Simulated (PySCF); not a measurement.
C₄H₁₂Mo, SMILES [CH3][Mo]([CH3])([CH3])[CH3], multiplicity 1.

Geometry optimised at B3LYP-D3(BJ)/def2-SVP. The multiplicity is an assumed one; other spin states were not compared. The def2 effective core potentials stand for the cores of Mo; spin–orbit coupling is left out.

These are HF/def2-TZVP (PySCF) values and carry that method's errors.

Symmetry labels are those of the subgroup D2 that the program uses (full group D2d).

Q: List the valence orbital energies around the gap with their symmetry. (Estimate from the structure and the level; the computed values follow.)

A: 
```json
[
 {"orbital": "HOMO−7", "symmetry": "B2", "energy (eV)": "-14.53"},
 {"orbital": "HOMO−6", "symmetry": "B3", "energy (eV)": "-14.53"},
 {"orbital": "HOMO−5", "symmetry": "B1", "energy (eV)": "-14.53"},
 {"orbital": "HOMO−4", "symmetry": "A", "energy (eV)": "-11.38"},
 {"orbital": "HOMO−3", "symmetry": "B3", "energy (eV)": "-11.35"},
 {"orbital": "HOMO−2", "symmetry": "B2", "energy (eV)": "-11.35"},
 {"orbital": "HOMO−1", "symmetry": "B1", "energy (eV)": "-10.41"},
 {"orbital": "HOMO", "symmetry": "A", "energy (eV)": "-8.66"},
 {"orbital": "LUMO", "symmetry": "A", "energy (eV)": "2.04"},
 {"orbital": "LUMO+1", "symmetry": "B2", "energy (eV)": "2.45"},
 {"orbital": "LUMO+2", "symmetry": "B3", "energy (eV)": "2.45"},
 {"orbital": "LUMO+3", "symmetry": "A", "energy (eV)": "2.46"}
]
```
